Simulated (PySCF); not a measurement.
**Two-component Hartree-Fock for Ti⁴⁺ (titanium, charge +4)**

Start: [Ar]. Calculated with PySCF 2.14 in x2c-TZVPPall-2c with one added diffuse shell each of s, p, d, f type (7s8p5d3f1g, 86 functions): generalised Hartree-Fock with the X2C-1e Hamiltonian and a Gaussian nucleus; spin-orbit coupling (SO) screened by Boettger's factors.

```
spinor shell  electrons  ε, screened SO (eV)  weight of nominal j (screened SO)  rms radius, screened SO (bohr)
       1s1/2          2              -5072.2                              1.000                          0.0804
       2s1/2          2              -645.18                              1.000                           0.350
       2p1/2          2              -544.76                              1.000                           0.318
       2p3/2          4              -538.79                              1.000                           0.321
       3s1/2          2              -130.67                              1.000                            1.04
       3p1/2          2              -99.945                              1.000                            1.11
       3p3/2          4              -99.162                              1.000                            1.11
```

```json
{"quantity": "E (hartree)", "screened SO": "-849.53010"}
{"quantity": "M_J", "screened SO": "0"}
{"quantity": "⟨J²⟩", "screened SO": "0.000"}
{"quantity": "⟨L²⟩", "screened SO": "0.000"}
{"quantity": "⟨S²⟩", "screened SO": "0.000"}
```
